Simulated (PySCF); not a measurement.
Vertical excitations of a molecule CH6Cl2Si2 from PySCF with TDDFT-LC-ωPBE/def2-SVPD, as energy in eV (oscillator strength): 8.18 (0.004), 8.33 (0.001), 8.58 (0.031), 8.84 (0.004), 8.90 (0.032), 8.93 (0.023), 9.02 (0.083), 9.21 (0.001), 9.22 (0.008), 9.28 (0.211). Lowest triplet (TDA): 7.71 eV. Geometry optimised at PBE0-D3(BJ)/def2-SVP. A frequency run showed that this geometry is not a minimum. One conformer was computed; it need not be the lowest.

Task: Which structure fits?
A. Cl[SiH2]C[SiH2]Cl
B. C[SiH2][SiH](Cl)Cl
C. [SiH3]C[SiH](Cl)Cl
D. C[Si]([SiH3])(Cl)Cl

Result: C, [SiH3]C[SiH](Cl)Cl
